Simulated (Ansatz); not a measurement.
`[NH2][Sn]([F])([F])[SeH]` + H–F → `[F][Sn]([F])([F])[SeH]` + NH₃ at 298.15 K and 1 bar (ligand exchange at the Sn–N bond).

Program: Ansatz. Geometries: PBE0-D4/def2-TZVP. ΔE: electronic, gas phase. CBS: MP2 limit from def2 TZ/QZ plus the TZ coupled-cluster correction, frozen cores. This one scheme is used for every species. Elements past krypton have def2 core potentials. For Se, Sn outer-core shells are correlated without core-valence functions, which leaves a few kJ/mol of doubt a bond. Scalar relativity is left out up to krypton. Each species was taken in one conformer, which may not be the lowest.

```json
{"species": "`[NH2][Sn]([F])([F])[SeH]`", "CCSD(T)/CBS energy (Eh)": "-2870.93850", "H − E (kJ/mol)": "123.6", "S (J/(mol·K))": "400.5"}
{"species": "H–F", "CCSD(T)/CBS energy (Eh)": "-100.39570", "H − E (kJ/mol)": "33.5", "S (J/(mol·K))": "173.6"}
{"species": "`[F][Sn]([F])([F])[SeH]`", "CCSD(T)/CBS energy (Eh)": "-2914.83827", "H − E (kJ/mol)": "59.8", "S (J/(mol·K))": "394.5"}
{"species": "NH₃", "CCSD(T)/CBS energy (Eh)": "-56.50880", "H − E (kJ/mol)": "100.5", "S (J/(mol·K))": "192.4"}
```

H − E and S are ideal-gas, rigid-rotor, harmonic terms from PBE0-D4/def2-TZVP, for one conformer and one mirror image of each species. 1 Eh = 2625.50 kJ/mol, R = 8.31446 J/(mol·K).

Problem. By hand: ΔE, ΔH, ΔS and ΔG.

Solution. ΔE = (-2914.83827) + (-56.50880) − (-2870.93850) − (-100.39570) = -0.01287 Eh = -33.8 kJ/mol. Δ(H − E) = 59.8 + 100.5 − 123.6 − 33.5 = 3.2, so ΔH = -30.6 kJ/mol. ΔS = 394.5 + 192.4 − 400.5 − 173.6 = 12.8 J/(mol·K). ΔG = -30.6 − 298.15 × (12.8)/1000 = -34.4 kJ/mol.

Problem. By hand: the equilibrium constant, and the temperature at which ΔG would vanish if ΔH and ΔS stayed fixed.

Solution. log₁₀ K = −ΔG/(RT ln 10) = 6.0. ΔH and −TΔS have one sign here, so there is no such temperature.

The number of gas molecules stays the same, so ΔS is small and ΔH decides. A doubt of 5 kJ/mol in ΔE shifts log₁₀ K by 0.9 here. Other conformers and mirror images would add mixing entropy, several J/(mol·K) or more a flexible species. Modes under 60 cm⁻¹, often nearly free rotors, make the harmonic entropy too high. These are equilibria of isolated gas molecules and say nothing of rates. Largest T1 diagnostic: 0.013 (customary marks: 0.02 for closed shells, 0.045 for open ones).

ΔS is within the doubt of such terms, so its sign, and with it that verdict, could turn.
